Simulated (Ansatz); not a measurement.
Input for Ansatz (a quantum-chemistry and plane-wave program): U-CCSD(T)/cc-pV(D+d)Z on C2H4Si (SMILES C#C[SiH3]), a point of a bond scan (R = 1.479 Å). Files ending in .json are basis or fitting sets from the Basis Set Exchange.

Ansatz 0.2 input:
```yaml
crystal:
  periodic: [false, false, false]
  atoms:
    - {symbol: Si, position_ang: [-0.94557569, -0.07811079, -0.46973009]}
    - {symbol: C, position_ang: [0.68460242, 0.05655268, 0.34008738]}
    - {symbol: C, position_ang: [1.76130898, 0.14549575, 0.87495887]}
    - {symbol: H, position_ang: [-1.05376220, 0.95013135, -1.52668239]}
    - {symbol: H, position_ang: [-1.08493276, -1.42239361, -1.06941143]}
    - {symbol: H, position_ang: [-2.01018489, 0.12953739, 0.53507032]}
    - {symbol: H, position_ang: [2.71147110, 0.22398541, 1.34696734]}
basis:
  gaussian:
    orbitals: cc-pV_D+d_Z.json
correlation: {method: ccsd_t, electrons: outside_noble_gas}
scf: {omitted_lower_state_checks: [cluster_reference]}
magnetization: {spin_polarized: true, initial_magnetization: 0}
```

It printed:

```
WARN ansatz: RAYON_NUM_THREADS=1 ignored (pool sized by the plan → 1); use --threads N
Functional definition: HF
these checks for a lower state are left out or cut short: cluster_reference
integrals: 0.08 GiB planned
694 factors; integrals over basis functions are off by at most 1.2e-3 eV
mean field: 0.16 GiB planned
mean field evaluation 1: about -9983.3161 eV, gradient 1.5e1 eV
mean field evaluation 2: about -9983.3202 eV, gradient 1.5e1 eV
mean field evaluation 4: about -9985.0421 eV, gradient 1.6e0 eV
mean field evaluation 8: about -9985.0623 eV, gradient 1.2e-4 eV
mean field evaluation 16: about -9985.0618 eV, gradient 8.1e-2 eV
mean field -9985.06228487 eV, -366.9442708506 hartree, gradient 1.9e-6 eV, S^2 0.000000; 2 other end points of the search recorded, 0 dependent functions left out
7 core orbitals not correlated
reference -9985.06228487 eV, -366.9442708506 hartree; 8, 8 occupied and 56, 56 virtual orbitals, 694 factors
second order -9.60032177 eV of doubles, -0.00000000 eV of singles
coupled cluster: 0.24 GiB planned
cycle   1  -10.09841020 eV  change   -5.0e-1 eV  update   8.5e-2
cycle   2  -10.48360817 eV  change   -3.9e-1 eV  update   2.8e-2
cycle   3  -10.56255980 eV  change   -7.9e-2 eV  update   1.2e-2
cycle   4  -10.56636258 eV  change   -3.8e-3 eV  update   3.7e-3
cycle   5  -10.56626746 eV  change    9.5e-5 eV  update   8.9e-4
cycle   6  -10.56625199 eV  change    1.5e-5 eV  update   2.8e-4
cycle   7  -10.56638849 eV  change   -1.4e-4 eV  update   6.9e-5
cycle   8  -10.56641154 eV  change   -2.3e-5 eV  update   2.1e-5
cycle   9  -10.56641077 eV  change    7.6e-7 eV  update   6.6e-6
perturbative correction -0.40145058 eV, -0.0147530368 hartree
Total energy: -9996.03014622 eV, -367.3473323212 hartree
Checks for a lower state left out: cluster_reference
```

The run converged.

Cost: about 4 core-seconds (a rough figure).
